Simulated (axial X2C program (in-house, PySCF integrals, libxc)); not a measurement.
**Nuclear properties of TeCN⁺**

Computed with an in-house all-electron X2C program for linear molecules (integrals from PySCF): two-component X2C with atomic mean-field Coulomb and Gaunt terms, Gaussian nuclei, basis Te dyall-v3z, C dyall-v3z, N dyall-av3z with contracted cores.

Te–C–N held linear, with bonds 1.986 and 1.167 Å (near the PBE0 minimum at charge 1 of the determinant lowest at the starting distance; the state shown can have its own minimum elsewhere, held linear; other orders of the atoms were not compared).

Input and command:
```json
{"zs": [52, 6, 7], "q": 1, "bas": ["dyall-v3z", "dyall-v3z", "dyall-av3z"], "r0": [2.06, 1.16], "symm": 0, "scan": ["PBE0", "HF", "r2SCAN"], "levels": ["PBE0", "HF", "BHandHLYP"], "nst": 2}
```
```bash
python solin.py task.json out
```

Keys: zs atomic numbers; q charge; bas basis sets; r0 starting distance in Å; symm equal bonds; scan levels of the two-bond scan; levels methods; nst determinants followed.

Determinant lowest in the PBE0 search, Ω = 1 (⟨Sz⟩ = 0.99, ⟨Lz⟩ = 0.01 at PBE0), spin on the atoms Te 0.91, C -0.14, N 0.22:

| level | Eeff magnitude (GV/cm) | Ws magnitude Te (kHz) | A∥/gI Te (MHz) | qzz Te (a.u.) | A∥/gI C (MHz) | qzz C (a.u.) | A∥/gI N (MHz) | qzz N (a.u.) |
| --- | --- | --- | --- | --- | --- | --- | --- | --- |
| PBE0 | 0.501 | 0.284 | -1130 | 1.08 | -23.1 | -0.24 | -30.6 | -1.27 |
| HF | 2.85 | 1.69 | -934 | 0.82 | -81.1 | -0.28 | -13.4 | -1.35 |
| BHandHLYP | 0.598 | 0.34 | -991 | 1.37 | -27.5 | -0.29 | -25.9 | -1.37 |

Determinant 0.33 eV from it at PBE0 and this distance, Ω = 0 (closed shell), highest spinor 72% Te p, 18% N p, 6% C d:

```
    level  qzz Te (a.u.)  qzz C (a.u.)  qzz N (a.u.)
     PBE0           2.03         -0.26         -1.29
       HF           1.63         -0.30         -1.48
BHandHLYP           2.04         -0.29         -1.40
```

Eeff is the effective electric field on the electron electric dipole moment in this Ω state and Ws the scalar–pseudoscalar constant of the nucleus named (defined with the proton number Z and per Ω); A∥ (defined per Ω) follows by multiplying with gI = μI/(I μN); qzz is the electric field gradient, eQq0 = 234.96 MHz × Q/barn × qzz. The operators were transformed with the bare-nucleus X2C matrices; with these basis sets, hyperfine constants and field gradients can be off by tens of per cent, and where levels differ in sign neither size nor sign is settled.

Task: With gI(125Te) = -1.7770, Q(14N) = 0.02044 barn (g factors from the IAEA table of nuclear moments by Stone; Q from Pyykkö, Mol. Phys. 2018), turn the PBE0 values of the first state into constants in MHz.

Result: A∥(125Te) = -1130 × -1.7770 = 2010 MHz; eQq0(14N) = 234.96 × (0.02044) × (-1.27) = -6.1 MHz.

The molecule was held linear; bending was not examined, so a bent shape may lie lower.

Each state is one determinant with collinear spin, which with several unpaired electrons need not be a pure state. Unrestricted Hartree–Fock can overshoot spin polarisation at the nuclei. In the state Ω = 1 the sign of Eeff differs between levels (HF against PBE0). A closed determinant beside an open π² or δ² triplet, such as (π1/2)², mixes with its partner pair into the 0⁺ component of the triplet and ¹Σ⁺, so its energy is not that of a level, and 0⁺ can lie lowest. With several open shells hyperfine constants can be off by a factor of several. Where Eeff spreads by more than a factor of two the levels disagree and none is to be relied on. Open-shell Ω = 0 determinants with evenly filled partner blocks cannot be reached by this program, so the Ω shown need not be the lowest component. States lie within half an eV, so the first need not be the ground state. The sign of Ws at Te differs between levels in the first state. Where a field gradient or hyperfine factor spreads by more than a factor of two over the levels, a constant derived from it is not to be relied on. PBE0 term energies can be off by some tenths of an eV.
